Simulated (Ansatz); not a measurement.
```xyz
15

C    -0.328    1.318    1.731
O     0.678    0.638    1.020
Ge    0.239   -0.370   -0.377
N    -1.027   -1.550    0.203
N     1.870   -1.024   -0.845
N    -0.574    0.450   -1.790
H     0.124    1.758    2.623
H    -1.137    0.648    2.045
H    -0.769    2.130    1.138
H    -0.698   -2.190    0.913
H    -1.456   -2.082   -0.541
H     2.020   -1.165   -1.833
H     2.640   -0.509   -0.444
H    -0.056    1.204   -2.216
H    -1.527    0.743   -1.627
```

Charge 0, multiplicity 1.

(1) List the ωB97M-V/def2-TZVPP orbital energies in eV (Ansatz 0.2.0). (Estimate.)

## Answers

(1) The calculation gave: Occupied: -10866.64, -1362.34, -1210.08, -1210.07, -1210.05, -525.50, -394.09, -393.97, -393.91, -282.27, -174.31, -123.59, -123.56, -123.53, -36.55, -36.46, -36.43, -36.33, -36.31, -30.27, -26.63, -25.82, -25.79, -21.29, -17.61, -16.19, -16.01, -15.67, -14.88, -14.72, -14.36, -13.30, -13.11, -11.16, -10.44, -9.96, -9.86, -9.67. Lowest empty: 1.87, 3.03, 3.08, 3.84, 4.09, 4.41, 4.64, 4.69.
